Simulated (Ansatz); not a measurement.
In₇Sb₆F₃⁺: single points at one geometry.

```yaml
crystal:
  periodic: [false, false, false]
  atoms:
    - {symbol: Sb, position_ang: [-3.450837, 2.103308, 0.821568]}
    - {symbol: Sb, position_ang: [-0.933193, -2.491466, 1.595701]}
    - {symbol: Sb, position_ang: [-2.163063, -2.934654, -1.004278]}
    - {symbol: Sb, position_ang: [2.916444, 2.197001, -0.093893]}
    - {symbol: Sb, position_ang: [-2.213797, 4.187948, -0.445638]}
    - {symbol: Sb, position_ang: [3.055209, 0.557047, 2.134612]}
    - {symbol: In, position_ang: [-2.106264, -0.239161, -0.158468]}
    - {symbol: In, position_ang: [-0.130494, 0.927016, 2.073377]}
    - {symbol: In, position_ang: [0.736224, -4.137951, -0.936984]}
    - {symbol: In, position_ang: [1.831356, -1.803775, 1.042502]}
    - {symbol: In, position_ang: [0.063332, 2.599547, -0.463313]}
    - {symbol: In, position_ang: [3.797008, -0.542343, -1.250685]}
    - {symbol: In, position_ang: [-0.064244, -1.144733, -3.019462]}
    - {symbol: F, position_ang: [-2.330364, 1.696066, 2.628954]}
    - {symbol: F, position_ang: [-0.555893, 0.644792, -1.604625]}
    - {symbol: F, position_ang: [1.548586, -1.618633, -1.319389]}
basis:
  gaussian: {orbitals: def2-TZVP, fitting: {mean_field: def2-universal-jkfit}, initial_orbitals: start.molden}
total_charge: 1
magnetization: {spin_polarized: true, initial_magnetization: 1}
hamiltonian: {xc: pbe, dispersion: d4}
scf: {omitted_lower_state_checks: [starts]}
output: {orbitals: {seedname: orbitals}}
```

The file start.molden holds the orbitals of an earlier run on this structure, at another level or in another basis.

```sh
$ ansatz run in.yaml --threads 2 --pin off --events-out ev --progress --plain --max-ram 32768MiB --backend cuda --devices 0, --max-vram 18GiB
```

Output, abridged:

```
Functional definition: PBE
3065 factors; integrals over basis functions are off by at most 1.6e0 eV
mean field evaluation 1: about -83602.0735 eV, gradient 1.2e1 eV
mean field evaluation 2: about -83602.6499 eV, gradient 6.8e-1 eV
mean field evaluation 4: about -83602.6904 eV, gradient 7.1e-3 eV
mean field evaluation 8: about -83602.6930 eV, gradient 1.6e-5 eV
mean field -83602.69298808 eV, -3072.3422993712 hartree, gradient 1.6e-5 eV, S^2 0.756638; 0 other end points of the search recorded, 0 dependent functions left out
reference -83602.69306022 eV, -3072.3423020224 hartree; 156, 155 occupied and 587, 588 virtual orbitals, 3065 factors
Total energy: -83604.58462810 eV, -3072.4118158600 hartree
Checks for a lower state left out: starts
```

Run time 18 s (2 threads of AMD EPYC 7R13 on a shared host and a share (18 GiB) of an NVIDIA H100 80GB HBM3), peak host memory 1.3 GiB.

First input, but with `hamiltonian: {xc: {name: B3LYP}, dispersion: d4}` (abridged; 27 s):

```
Functional definition: B3LYP
mean field -83633.94844703 eV, -3073.4909163019 hartree, gradient 1.7e-5 eV, S^2 0.767969
Total energy: -83637.09130455 eV, -3073.6064141854 hartree
Checks for a lower state left out: starts
```

As the first input, with `gaussian: {orbitals: def2-TZVP, fitting: {mean_field: def2-universal-jkfit}}`, `hamiltonian: {xc: pbe0, dispersion: d4}` (abridged; 34 s):

```
Functional definition: PBE0
mean field evaluation 16: about -83602.3884 eV, gradient 1.1e-1 eV
mean field evaluation 32: about -83602.3893 eV, gradient 5.7e-4 eV
mean field -83602.38934687 eV, -3072.3311407625 hartree, gradient 8.5e-6 eV, S^2 0.776658
Total energy: -83604.10545375 eV, -3072.3942065272 hartree
Checks for a lower state left out: starts
```

Geometry: PBE-D4/def2-SVP, that of the neutral singlet.

In the def2 sets In, Sb take a core potential; there is no spin–orbit coupling. B3LYP takes the VWN-RPA correlation. Single mean-field runs in def2-TZVP are fitted with def2-universal-jkfit.
